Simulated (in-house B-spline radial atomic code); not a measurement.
Spin-orbit splittings of orbital energies (j = l + 1/2 less j = l - 1/2) and ratios of mean radii (lower j over upper j) along the 6-electron series, configuration [He] 2s2 2p2. Computed with a radial B-spline atomic code at the basis-set limit: Dirac-Hartree-Fock, average of the configuration, finite nuclei.

| ion | Z | splitting of 2p (eV) | radius ratio of 2p |
| --- | --- | --- | --- |
| Ag41+ | 47 | 197.32 | 0.9605 |
| Cd42+ | 48 | 216.23 | 0.9587 |
| In43+ | 49 | 236.52 | 0.95684 |
| Sn44+ | 50 | 258.27 | 0.95495 |
| Sb45+ | 51 | 281.55 | 0.953 |
| Te46+ | 52 | 306.45 | 0.95101 |
| I47+ | 53 | 333.03 | 0.94897 |
| Xe48+ | 54 | 361.4 | 0.94688 |
| Cs49+ | 55 | 391.64 | 0.94475 |
| Ba50+ | 56 | 423.83 | 0.94256 |
| La51+ | 57 | 458.09 | 0.94033 |
| Ce52+ | 58 | 494.5 | 0.93804 |
| Pr53+ | 59 | 533.17 | 0.93571 |
| Nd54+ | 60 | 574.22 | 0.93332 |
| Pm55+ | 61 | 617.75 | 0.93088 |

Problem. With what power of Z does the column «splitting of 2p (eV)» change over this range?

Solution. A fit of the logarithm of its size against log Z from Z = 47 to 61 has slope 4.38. An unscreened hydrogenic electron would give 4 at low Z; screening makes the apparent power larger near the neutral end, and relativity raises it again at high Z.
